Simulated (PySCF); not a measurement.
Species: C₇H₇S (doublet state).
SMILES with atom numbers: `[CH2:1][c:2]1[cH:3][cH:4][c:5]([CH:6]=[CH2:7])[s:8]1` (hydrogens: H9, H10 on C1; H11 on C3; H12 on C4; H13 on C6; H14, H15 on C7)

Cartesian coordinates in Å at the GFN2-xTB level; atoms count from 1:
```
atom  x, y, z in Å
C1    -1.9486   -0.5889   -2.5190
C2    -1.1111   -0.5367   -1.4610
C3    -0.7348   -1.5852   -0.5790
C4     0.1453   -1.1950    0.3961
C5     0.5067    0.1538    0.3472
C6     1.3957    0.8209    1.2324
C7     1.7049    2.1228    1.1789
S8    -0.2915    0.9560   -0.9769
H9    -2.4334   -1.5110   -2.7865
H10   -2.1552    0.2780   -3.1184
H11   -1.1243   -2.5805   -0.6945
H12    0.5407   -1.8542    1.1500
H13    1.8359    0.1910    1.9961
H14    2.3895    2.5699    1.8769
H15    1.2758    2.7672    0.4300
```

The hyperfine couplings belong to this conformer and change with its torsions.

Method: PySCF 2.14.0, UKS B3LYP, pcH-1 on C H S, non-relativistic, mean-field spin-orbit, GIAO. Geometry: GFN2-xTB, one conformer, isolated molecule. Couplings are sensitive to structure, and on GFN2-xTB geometries they can be far from those on DFT ones. The SCF solution wasn't tested for stability. ⟨S²⟩ is 0.793 where a pure state has 0.75.

Q: Predict the first-order ENDOR lines of H10, H9, H11, H14, H15, H12 and H13 under fast tumbling at B = 1209.5 mT (Q band).

A: For S = 1/2 in fast tumbling each set of equivalent nuclei gives two lines, ν± = |νn ± a/2| to first order, with νn = g_N μN B/h and μN/h = 7.62259 MHz/T.

| nuclei | isotope | g_N | νn (MHz) | a_iso (MHz) | lower line (MHz) | upper line (MHz) |
| --- | --- | --- | --- | --- | --- | --- |
| H10 | 1H | 5.5857 | 51.50 | -31.92 | 35.54 | 67.46 |
| H9 | 1H | 5.5857 | 51.50 | -31.31 | 35.84 | 67.15 |
| H11 | 1H | 5.5857 | 51.50 | -22.08 | 40.46 | 62.54 |
| H14 | 1H | 5.5857 | 51.50 | -19.92 | 41.54 | 61.46 |
| H15 | 1H | 5.5857 | 51.50 | -19.05 | 41.97 | 61.02 |
| H12 | 1H | 5.5857 | 51.50 | 8.06 | 47.47 | 55.53 |
| H13 | 1H | 5.5857 | 51.50 | 7.16 | 47.92 | 55.08 |

Q: Which pairs are centred on the nuclear Larmor frequency, and which on half the coupling?

A: Centred on νn, since |a| < 2νn: H10, H9, H11, H14, H15, H12 and H13. No pair has |a| > 2νn.

H9 and H10 aren't averaged: C1 is flat or nearly so (angle sum 360°), and its turn about the short C1–C2 bond (1.35 Å) is taken as slow.

The largest Mulliken spin populations are on C1 (+0.52), C3 (+0.34), C5 (+0.34) and C7 (+0.32). Four atoms exceed +0.15. The positive populations add up to 1.59 and the negative ones to -0.59, together 2S = 1. The angles at C1 add up to 360.0°, so it is planar.
